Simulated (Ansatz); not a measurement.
`OB(S)[SiH2]Cl`, relaxed with RKS PBE0-D4/def2-TZVP in Ansatz 0.2.0 from a PBE-D4/def2-SVP geometry. The force threshold is 0.005 eV/Å; the program also tests the step.

Charge 0, multiplicity 1.

Start:

```xyz
9

O     1.507   -0.193   -1.058
B     0.325    0.256   -0.529
S    -0.493    1.679   -1.295
Si   -0.608   -0.571    1.081
Cl   -2.350    0.501    1.520
H     1.884   -0.960   -0.589
H     0.449    1.860   -2.268
H    -0.988   -2.010    0.831
H     0.273   -0.563    2.306
```

Q: How much energy does the relaxation release, and in how many steps? (Estimate.)

A: Computed: 3.34 kJ/mol, in 6 steps.

Q: Which bonds change most? (Best estimate.)

A: The calculation gave: Si4–Cl5 from 2.092 to 2.059 Å; Si4–H8 from 1.509 to 1.488 Å; Si4–H9 from 1.509 to 1.488 Å; S3–H7 from 1.367 to 1.347 Å.

Q: Give the relaxed structure. (Estimate.)

A: Ansatz gave: 
```xyz
9

O     1.488   -0.202   -1.035
B     0.315    0.264   -0.530
S    -0.474    1.678   -1.309
Si   -0.609   -0.565    1.077
Cl   -2.333    0.460    1.543
H     1.857   -0.957   -0.572
H     0.459    1.852   -2.265
H    -0.976   -1.983    0.815
H     0.273   -0.547    2.275
```
